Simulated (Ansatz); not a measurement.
CH₃BFNS (`B/N=C(/F)S`), relaxed with RKS PBE-D4/def2-SVP in the Gaussian-basis code of Ansatz from a rough embedded geometry. The force threshold is 0.03 eV/Å; the program also tests the step.

Total charge 0; spin multiplicity 1.

Start:

```xyz
8

B     1.568    0.307   -0.306
N     0.225   -0.200   -0.629
C    -0.788    0.084    0.085
F    -0.707    0.979    1.200
S    -2.417   -0.504   -0.376
H     2.541   -0.044   -1.006
H     1.834    0.993    0.627
H    -2.255   -1.617    0.404
```

By how much does the energy fall, and how many steps does the optimiser take? (Best estimate.)

Ansatz gave: 128.27 kJ/mol, in 21 steps, 3 of them rejected.

Which bonds change most? (An estimate is asked.)

The calculation gave: B1–N2 from 1.472 to 1.376 Å; C3–F4 from 1.431 to 1.356 Å; B1–H7 from 1.187 to 1.219 Å; B1–H6 from 1.249 to 1.219 Å.

Give the relaxed structure. (Best estimate.)

Ansatz gave: 
```xyz
8

B     1.673    0.587   -0.444
N     0.453    0.128   -0.003
C    -0.657   -0.282    0.377
F    -0.886   -0.666    1.657
S    -2.090   -0.444   -0.660
H     2.486   -0.209   -0.883
H     1.917    1.780   -0.385
H    -2.897   -0.894    0.340
```
